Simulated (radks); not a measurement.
The germanium anion Ge4-, [Kr], held by a Watson sphere: a shell of charge +3.71 at radius R that stands for the Madelung well of a crystal (potential energy -3.71/R inside, -3.71/r outside, in hartree with lengths in bohr). Method: scalar-relativistic Kohn-Sham, LB94 model potential, spin-polarised, spherical densities, finite nucleus; Fermi nuclear charge, rms radius of each element as measured or else 0.836 A^(1/3) + 0.57 fm; computed with a radial shooting solver on a logarithmic mesh with Libxc functionals. Response by self-consistent Sternheimer equations with the Hartree and adiabatic LDA kernel, the relativistic mass of each level held fixed and spin-orbit coupling left out. The sphere does not respond.

| R (bohr) | e(3d) (eV) | e(4s) (eV) | e(4p) (eV) | <r> 4p (bohr) | sum of <r^2> (bohr^2) | X-ray form factor at sin(theta)/lambda = 0.3 1/angstrom | alpha (bohr^3) |
|---|---|---|---|---|---|---|---|
| 2.43 | -34.521 | -16.336 | -8.503 | 2.718 | 72.97 | 21.918 | 54.44 |
| 2.59 | -34.062 | -15.717 | -8.138 | 2.805 | 76.74 | 21.943 | 61.92 |
| 2.72 | -33.764 | -15.253 | -7.847 | 2.876 | 79.89 | 21.966 | 68.79 |
| 2.98 | -33.304 | -14.423 | -7.289 | 3.020 | 86.42 | 22.013 | 84.91 |
| 3.34 | -32.844 | -13.472 | -6.579 | 3.219 | 95.93 | 22.068 | 113.3 |
| 3.65 | -32.536 | -12.811 | -6.031 | 3.391 | 104.6 | 22.099 | 144.7 |
| 3.72 | -32.473 | -12.680 | -5.916 | 3.430 | 106.6 | 22.104 | 152.7 |
| 4.43 | -31.942 | -11.648 | -4.903 | 3.820 | 128.4 | 22.127 | 259.3 |
| 4.49 | -31.905 | -11.582 | -4.829 | 3.853 | 130.4 | 22.128 | 270.6 |
